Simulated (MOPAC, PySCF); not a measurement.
Ligands exchanged one at a time, Si NH2-OCH3. Isolated molecules, 0 K electronic values unless said otherwise. One relaxed conformer stands for each flexible species; it need not be the lowest. Strings in code marks are SMILES.

Quantity: redistribution energy (mixed species minus the weighted end members), in kJ/mol. Semi-empirical values (MOPAC) are differences of heats of formation.

Level 1: PBE-D3(BJ)/def2-TZVP // r2SCAN-D4/def2-SVP (PySCF)
Level 2: BP86/6-31G* // r2SCAN-D4/def2-SVP (PySCF)
Level 3: PBE/6-31G* // r2SCAN-D4/def2-SVP (PySCF)
Level 4: PM7 // r2SCAN-D4/def2-SVP (MOPAC)

```
species                                           level 1  level 2  level 3  level 4
------------------------------------------------  -------  -------  -------  -------
2 of 4 NH2 replaced by OCH3: `CO[Si](N)(OC)N`       -4.49    -4.28    -4.56     2.30
1 of 4 NH2 replaced by OCH3: `CO[Si](N)(N)N`        -5.94    -6.00    -6.22      ___
3 of 4 NH2 replaced by OCH3: `O([Si](OC)(N)OC)C`    -0.40    -0.07    -0.23      ___
```

Problem. What belongs in the gaps?

Solution. 
- 1 of 4 NH2 replaced by OCH3: `CO[Si](N)(N)N`, level 4: 4.41
- 3 of 4 NH2 replaced by OCH3: `O([Si](OC)(N)OC)C`, level 4: 2.32
